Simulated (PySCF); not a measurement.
Electronic structure of Co⁺ (cobalt, charge +1) at the r2SCAN level

Configuration: [Ar] 3d7 4s1, high-spin 5F determinant (an excited configuration). All numbers are calculated (PySCF 2.14, no relativity, point nucleus, in aug-cc-pVDZ).

- Total energy: -1382.425 hartree
- One-electron energy: -1904.814 hartree
- Hartree (Coulomb) energy: 581.459 hartree
- Exchange-correlation energy: -59.070 hartree
- Kinetic energy: 1380.74461 hartree
- ⟨S²⟩: 6.0007
- ⟨L²⟩: 12.013
- Sum of ⟨r⟩: 18.32 bohr
- Sum of ⟨r²⟩: 24.41 bohr²
- Density at the nucleus (Gaussians lack the cusp): 13300 bohr⁻³
- Spin density at the nucleus: 6.56 bohr⁻³
- Langevin diamagnetic susceptibility: -19.3 ×10⁻⁶ cm³/mol

```csv
shell,electrons,mean orbital energy (hartree),spread (hartree),"rms radius, mean of both spins (bohr)"
1s α,1,-277.45186,0,0.0659
1s β,1,-277.44959,0,0.0659
2s α,1,-33.13709,0,0.280
2s β,1,-33.06165,0,0.280
2p α,3,-28.74859,0,0.250
2p β,3,-28.69098,0.00001,0.250
3s α,1,-4.17831,0,0.842
3s β,1,-3.99571,0,0.842
3p α,3,-2.84781,0,0.893
3p β,3,-2.67117,0.00005,0.893
3d α,5,-0.68905,0.05053,1.18
3d β,2,-0.58976,0.00003,1.18
4s α,1,-0.49712,0,2.80
```
